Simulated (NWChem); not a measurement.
Molecule: SiH3SeCl; SMILES [SeH][SiH2]Cl

```xyz
6

Si    -0.8712     0.6408     0.0015
Cl     0.5668     2.1214     0.0009
Se     0.2664    -1.3326    -0.0014
H     -1.7120     0.7970     1.2204
H     -1.7152     0.7904    -1.2162
H     -0.9848    -2.1112    -0.0509
```
Atoms are numbered in this order, from 1.

Program: NWChem. Pople sets run with spherical d functions. STO-3G and 3-21G are far too small for this property and stand as cheap habits. Coordinates come from a PBE0/def2-SVP optimisation. B3LYP is NWChem's, with the RPA form of VWN correlation. GIAO values for the isolated, static molecule; σ is the absolute isotropic shielding, δ = σ(reference) − σ with the isolated reference molecule computed at the same levels (1H: tetramethylsilane, 29Si: tetramethylsilane). Spin-orbit effects, on the heavy nuclei and on their neighbours, are missing.

```
level                δ Si1 (ppm)  σ Cl2 (ppm)  σ Se3 (ppm)  δ H4 (ppm)  δ H5 (ppm)  δ H6 (ppm)
-------------------  -----------  -----------  -----------  ----------  ----------  ----------
PBE0/pcSseg-1                  ?            ?            ?           ?           ?           ?
B3LYP/6-31G*                32.7        987.8       2172.2        5.80        5.78        0.30
Hartree-Fock/STO-3G         -8.4       1233.7       2852.0        2.85        2.85       -1.24
```

Task: What belongs in the gaps?

Result: 
- PBE0/pcSseg-1, δ Si1 (ppm): 9.7
- PBE0/pcSseg-1, σ Cl2 (ppm): 978.7
- PBE0/pcSseg-1, σ Se3 (ppm): 2153.9
- PBE0/pcSseg-1, δ H4 (ppm): 5.99
- PBE0/pcSseg-1, δ H5 (ppm): 5.97
- PBE0/pcSseg-1, δ H6 (ppm): 0.51
